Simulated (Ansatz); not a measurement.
Computed with Ansatz on PBE0-D4/def2-TZVP structures; ΔE is electronic, products minus reactants. CCSD(T)/CBS adds triple-zeta CCSD(T) − MP2 to the extrapolated MP2 energy (def2 sets, frozen cores). This one scheme is used for every species. DFT in def2-TZVPP. B3LYP here is the variant with VWN-RPA as its local correlation; programs differ in this. Each species was taken in one conformer, which may not be the lowest.

`F[SiH2]N[Si](F)(Cl)Cl` + `[SiH3]P` → `F[SiH2]P[SiH3]` + `N[Si](F)(Cl)Cl`  (ligand exchange at the Si–N bond)

```json
{"level": "LDA (SPW92)", "ΔE (kJ/mol)": "36.2", "difference from CCSD(T)/CBS": "-11.1"}
{"level": "PBE-D4", "ΔE (kJ/mol)": "33.5", "difference from CCSD(T)/CBS": "-13.8"}
{"level": "revPBE-D4", "ΔE (kJ/mol)": "34.2", "difference from CCSD(T)/CBS": "-13.1"}
{"level": "BLYP-D4", "ΔE (kJ/mol)": "46.5", "difference from CCSD(T)/CBS": "-0.8"}
{"level": "r2SCAN-D4", "ΔE (kJ/mol)": "42.8", "difference from CCSD(T)/CBS": "-4.5"}
{"level": "B97M-V", "ΔE (kJ/mol)": "42.7", "difference from CCSD(T)/CBS": "-4.6"}
{"level": "PBE0-D4", "ΔE (kJ/mol)": "37.2", "difference from CCSD(T)/CBS": "-10.1"}
{"level": "B3LYP-D4", "ΔE (kJ/mol)": "48.4", "difference from CCSD(T)/CBS": "1.1"}
{"level": "r2SCANh-D4", "ΔE (kJ/mol)": "43.3", "difference from CCSD(T)/CBS": "-4.0"}
{"level": "r2SCAN0-D4", "ΔE (kJ/mol)": "44.2", "difference from CCSD(T)/CBS": "-3.1"}
{"level": "BHLYP-D4", "ΔE (kJ/mol)": "52.9", "difference from CCSD(T)/CBS": "5.6"}
{"level": "CAM-B3LYP-D4", "ΔE (kJ/mol)": "52.9", "difference from CCSD(T)/CBS": "5.6"}
{"level": "ωB97X-V", "ΔE (kJ/mol)": "46.2", "difference from CCSD(T)/CBS": "-1.1"}
{"level": "ωB97M-V", "ΔE (kJ/mol)": "48.4", "difference from CCSD(T)/CBS": "1.1"}
{"level": "PBE-QIDH", "ΔE (kJ/mol)": "43.7", "difference from CCSD(T)/CBS": "-3.6"}
{"level": "PBE", "ΔE (kJ/mol)": "33.4", "difference from CCSD(T)/CBS": "-13.9"}
{"level": "revPBE", "ΔE (kJ/mol)": "32.8", "difference from CCSD(T)/CBS": "-14.5"}
{"level": "BLYP", "ΔE (kJ/mol)": "46.6", "difference from CCSD(T)/CBS": "-0.7"}
{"level": "PBE0", "ΔE (kJ/mol)": "36.9", "difference from CCSD(T)/CBS": "-10.4"}
{"level": "r2SCANh", "ΔE (kJ/mol)": "42.9", "difference from CCSD(T)/CBS": "-4.4"}
{"level": "r2SCAN0", "ΔE (kJ/mol)": "43.7", "difference from CCSD(T)/CBS": "-3.6"}
{"level": "BHLYP", "ΔE (kJ/mol)": "53.9", "difference from CCSD(T)/CBS": "6.6"}
{"level": "CAM-B3LYP", "ΔE (kJ/mol)": "52.6", "difference from CCSD(T)/CBS": "5.3"}
{"level": "LC-ωPBE", "ΔE (kJ/mol)": "40.7", "difference from CCSD(T)/CBS": "-6.6"}
{"level": "RPA@PBE/def2-TZVPP", "ΔE (kJ/mol)": "55.2", "difference from CCSD(T)/CBS": "7.9"}
{"level": "HF/def2-SVP", "ΔE (kJ/mol)": "63.1", "difference from CCSD(T)/CBS": "15.8"}
{"level": "MP2/def2-SVP", "ΔE (kJ/mol)": "57.7", "difference from CCSD(T)/CBS": "10.4"}
{"level": "CCSD/def2-SVP", "ΔE (kJ/mol)": "59.5", "difference from CCSD(T)/CBS": "12.2"}
{"level": "CCSD(T)/def2-SVP", "ΔE (kJ/mol)": "58.6", "difference from CCSD(T)/CBS": "11.3"}
{"level": "HF/def2-TZVPP", "ΔE (kJ/mol)": "61.8", "difference from CCSD(T)/CBS": "14.5"}
{"level": "MP2/def2-TZVPP", "ΔE (kJ/mol)": "50.4", "difference from CCSD(T)/CBS": "3.1"}
{"level": "SCS-MP2/def2-TZVPP", "ΔE (kJ/mol)": "54.4", "difference from CCSD(T)/CBS": "7.1"}
{"level": "CCSD/def2-TZVPP", "ΔE (kJ/mol)": "53.6", "difference from CCSD(T)/CBS": "6.3"}
{"level": "CCSD(T)/def2-TZVPP", "ΔE (kJ/mol)": "51.5", "difference from CCSD(T)/CBS": "4.2"}
{"level": "HF/def2-QZVPP", "ΔE (kJ/mol)": "62.8", "difference from CCSD(T)/CBS": "15.5"}
{"level": "MP2/def2-QZVPP", "ΔE (kJ/mol)": "48.3", "difference from CCSD(T)/CBS": "1.0"}
{"level": "SCS-MP2/def2-QZVPP", "ΔE (kJ/mol)": "52.4", "difference from CCSD(T)/CBS": "5.1"}
{"level": "HF/CBS(def2)", "ΔE (kJ/mol)": "62.9", "difference from CCSD(T)/CBS": "15.6"}
{"level": "MP2/CBS(def2)", "ΔE (kJ/mol)": "46.2", "difference from CCSD(T)/CBS": "-1.1"}
{"level": "CCSD/CBS(def2)", "ΔE (kJ/mol)": "49.3", "difference from CCSD(T)/CBS": "2.0"}
{"level": "CCSD(T)/CBS", "ΔE (kJ/mol)": "47.3", "difference from CCSD(T)/CBS": "0"}
```

Task: What do rigid-rotor, harmonic-oscillator terms from PBE0-D4/def2-TZVP frequencies (298.15 K, 1 bar) make of the CCSD(T)/CBS value? (Best estimate.)

Result: Computed: ΔZPE = +3.6 kJ/mol, ΔH = +51.9 kJ/mol, ΔS = 11 J/(mol·K), ΔG = +48.8 kJ/mol. Modes under 50 cm⁻¹ make the entropy rough.

Largest T1 diagnostic among the species: 0.013.

Leaving LDA and LC-ωPBE aside and taking each functional with its dispersion term where it has one, the values spread over 19.4 kJ/mol, from PBE-D4 to BHLYP-D4. At CCSD(T), def2-SVP lies +11.3 kJ/mol from the extrapolated value and def2-TZVPP +4.2 kJ/mol. In def2-TZVPP, CCSD(T) changes the Hartree–Fock value by −10.3 kJ/mol (the triples alone add −2.1 kJ/mol) and MP2 by −11.4 kJ/mol.
